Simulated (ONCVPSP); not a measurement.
# Which change was made? (Tc, ONCV)

ONCVPSP 4.0.1 input, shortened (lines: element, Z, core and valence counts, functional; n l f; lmax; l rc ep ncon nbas qcut; lloc lpopt rc5 dvloc0; l nproj debl; icmod fcfact rcfact), PBEsol, scalar-relativistic:

```
  Tc 43.00    8    2  -116133      upf
    1    0    2.00
    2    0    2.00
    2    1    6.00
    3    0    2.00
    3    1    6.00
    3    2   10.00
    4    0    2.00
    4    1    6.00
    4    2    5.00
    5    0    2.00
    2
    0    2.85    0.00    3    6    2.10
    1    2.75    0.08    3    7    2.50
    2    2.40    0.00    4    8    7.90
    4    5    1.95    6.00
    0    2    0.50
    1    3    3.60
    2    1    1.40
    1    0.70    0.00
```

In the p channel the program set the typed energies aside and used 0.050, 3.650, 7.250 Ha.

Cutoffs, loose and tight: the cutoffs (Ha) at which the residual kinetic energy of the hardest occupied pseudo-wave falls to 1 and 0.1 mHa per electron. They do not see the model core or the augmentation charge, which bear on the density cutoff. Test errors are all-electron minus pseudo excitation energies from the reference, over the configurations 4d5 5s1; 4d5 5s0; 4d4 5s0; 4d5 5s1 5p1; variants that change the core or the reference have their own tests.

The base gives: outcome: generated, projector energies reset by the program; cutoff, loose: 18 Ha; cutoff, tight: 21 Ha; bound ghosts: none; GHOST(+) flags above zero: none; largest test error (meV): -256.

Problem. After one change the result is: outcome: generated, projector energies reset by the program; cutoff, loose: 18 Ha; cutoff, tight: 21 Ha; bound ghosts: none; GHOST(+) flags above zero: none; largest test error (meV): -419. Which change was it?
A. s: rc 2.24
B. s: rc 3.24
C. s: rc 4.18
D. s: rc 1.9; local potential polynomial inside 1.90 bohr (lpopt 5, dvloc0 6 Ha)
E. s: rc 3.7

Solution. B. The others give: s: rc 1.9; local potential polynomial inside 1.90 bohr (lpopt 5, dvloc0 6 Ha) → outcome: generated, projector energies reset by the program; cutoff, loose: 28 Ha; cutoff, tight: 34 Ha; bound ghosts: s; GHOST(+) flags above zero: s; largest test error (meV): -191 | s: rc 4.18 → outcome: generated, projector energies reset by the program; cutoff, loose: 18 Ha; cutoff, tight: 21 Ha; bound ghosts: none; GHOST(+) flags above zero: none; largest test error (meV): -999 | s: rc 3.7 → outcome: generated, projector energies reset by the program; cutoff, loose: 18 Ha; cutoff, tight: 21 Ha; bound ghosts: none; GHOST(+) flags above zero: none; largest test error (meV): -691 | s: rc 2.24 → outcome: generated, projector energies reset by the program; cutoff, loose: 18 Ha; cutoff, tight: 21 Ha; bound ghosts: none; GHOST(+) flags above zero: s; largest test error (meV): -159.
